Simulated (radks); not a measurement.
Question: Isoelectronic series with 1 electrons, each ion in its NIST ground configuration. Calculated with a radial shooting solver on a logarithmic mesh with Libxc functionals: Dirac Kohn-Sham, PBE, spin-unpolarised, spherical densities, finite nucleus; Fermi nuclear charge, rms radius of each element as measured or else 0.836 A^(1/3) + 0.57 fm. Total energies (hartree) and orbital eigenvalues (hartree):

| ion | configuration | E (hartree) | 1s1/2 |
|---|---|---|---|
| H | 1s1 | -0.45893 | -0.23860 |
| Li2+ | 1s1 | -4.34457 | -3.63529 |
| B4+ | 1s1 | -12.23145 | -11.03077 |
| N6+ | 1s1 | -24.12622 | -22.43324 |
| F8+ | 1s1 | -40.03675 | -37.85053 |
| Al12+ | 1s1 | -83.94900 | -80.77275 |
| P14+ | 1s1 | -111.97926 | -108.3058 |
| Cl16+ | 1s1 | -144.08247 | -139.9100 |
| K18+ | 1s1 | -180.27978 | -175.6062 |
| Sc20+ | 1s1 | -220.59516 | -215.4182 |
| Mn24+ | 1s1 | -313.69090 | -307.4992 |

Estimate the row of V22+ (1s1).

Answer: E (hartree) -265.05556; 1s1/2 -259.3726.
